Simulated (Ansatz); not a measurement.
The same path of Cl$_{2}$F$_{2}$H$_{2}$OZr (8 atoms, charge 0, multiplicity 1) was run twice with different band settings. Lost on the way: O6–H8. Made: Cl2–H8.

The calculation used RKS PBE0/def2-SVP (Ansatz).

Relaxed end points:

```xyz
8
Properties=species:S:1:pos:R:3
Zr -0.065 0.106 0.140
Cl -0.578 -0.298 2.435
F 1.715 0.046 -0.545
Cl -1.484 1.641 -0.937
F -0.651 -1.548 -0.562
O 1.055 1.889 1.185
H 1.984 2.019 0.955
H 0.962 1.990 2.142
```

```xyz
8
Properties=species:S:1:pos:R:3
Zr 0.265 0.389 -0.149
Cl -0.960 0.590 2.601
F 1.400 0.362 -1.660
Cl -1.642 1.546 -0.921
F 0.039 -1.460 0.216
O 1.394 1.382 1.113
H 2.234 1.850 1.121
H 0.206 1.187 2.491
```

Common settings: movable images 5; climbing image yes; optimiser quadratic models (default); start path through a guess of the saddle point; force threshold 0.03 eV/Å; iteration limit 60; end points relaxed.

| run | spring |
| --- | --- |
| 1 | 5.0 eV/Å² |
| 2 | 2.0 to 10.0 eV/Å², energy-weighted |

Task: What does each run give, and how far can it be trusted?

Result: Run 1: converged after 18 iterations, highest image 0.922 eV above the first end. A vibrational analysis at the climbing image gives one clearly imaginary mode, 250i cm⁻¹: a first-order saddle point.
Run 2: converged after 21 iterations, highest image 0.922 eV above the first end. Another band between the same ends (5 images) ends at a top of the same energy, where a vibrational analysis finds 1 clearly imaginary mode.
The orbitals stay closed-shell, which can raise the energy where a bond breaks towards radicals; this wasn't checked here.
